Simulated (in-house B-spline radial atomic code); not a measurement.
Configurations of Yb7+, with energies counted from [Kr] 4d10 4f12 5s2 5p3. All numbers are computed (scalar-relativistic (X2C) PW91, spin-polarised, spherical fractional occupations; Fermi nucleus of rms radius 5.3108 fm) with a radial B-spline atomic code at the basis-set limit, not measured. Shells without spins written out take the highest spin.

Occupations are held fixed; configurations that lie above the ionisation limit could autoionise.

```json
{"configuration": "[Kr] 4d10 4f12 5s2 5p2 6s1", "E - E(ref) (eV)": "57.092", "highest orbital": "6s up", "its <r> (bohr)": "2.213"}
{"configuration": "[Kr] 4d10 4f(4 up, 7 down) 5s2 5p(3 up, 0 down) 6p(0 up, 1 down)", "E - E(ref) (eV)": "61.526", "highest orbital": "6p down", "its <r> (bohr)": "2.475"}
{"configuration": "[Kr] 4d10 4f11 5s2 5p3 6d1", "E - E(ref) (eV)": "72.287", "highest orbital": "6d up", "its <r> (bohr)": "2.955"}
{"configuration": "[Kr] 4d10 4f(7 up, 4 down) 5s2 5p(2 up, 1 down) 6f(0 up, 1 down)", "E - E(ref) (eV)": "91.683", "highest orbital": "6f down", "its <r> (bohr)": "3.923"}
{"configuration": "[Kr] 4d9 4f13 5s2 5p3", "E - E(ref) (eV)": "177.63", "highest orbital": "4f down", "its <r> (bohr)": "0.6655"}
{"configuration": "[Kr] 4d9 4f12 5s2 5p3 5d1", "E - E(ref) (eV)": "207.91", "highest orbital": "5d up", "its <r> (bohr)": "1.514"}
{"configuration": "[Kr] 4d9 4f12 5s2 5p3 6s1", "E - E(ref) (eV)": "224.73", "highest orbital": "6s up", "its <r> (bohr)": "2.19"}
{"configuration": "[Kr] 4d9 4f12 5s2 5p3 5f1", "E - E(ref) (eV)": "245.96", "highest orbital": "5f up", "its <r> (bohr)": "2.177"}
```

Task: Order these further configurations by energy, lowest first.
A. [Kr] 4d10 4f(6 up, 6 down) 5s2 5p(1 up, 1 down) 5d(0 up, 1 down)
B. [Kr] 4d10 4f(6 up, 6 down) 5s2 5p(1 up, 2 down)
C. [Kr] 4d10 4f12 5s2 5p2 5d1
D. [Kr] 4d10 4f(6 up, 6 down) 5s2 5p(1 up, 1 down) 6s(1 up, 0 down)
E. [Kr] 4d10 4f(6 up, 6 down) 5s2 5p(0 up, 3 down)

Result: E (2.0411 eV), B (4.532 eV), C (41.421 eV), A (45.697 eV), D (60.645 eV).

Task: How far above the reference does [Kr] 4d10 4f13 5s2 5p2 lie?

Result: 15.781 eV; its least bound orbital is 4f down with <r> = 0.6864 bohr.

Task: How far above the reference does [Kr] 4d10 4f12 5s2 5p2 6d1 lie?

Result: 82.942 eV; its least bound orbital is 6d up with <r> = 2.985 bohr.

Task: How far above the reference does [Kr] 4d10 4f11 5s2 5p3 5d1 lie?

Result: 29.331 eV; its least bound orbital is 5d up with <r> = 1.516 bohr.
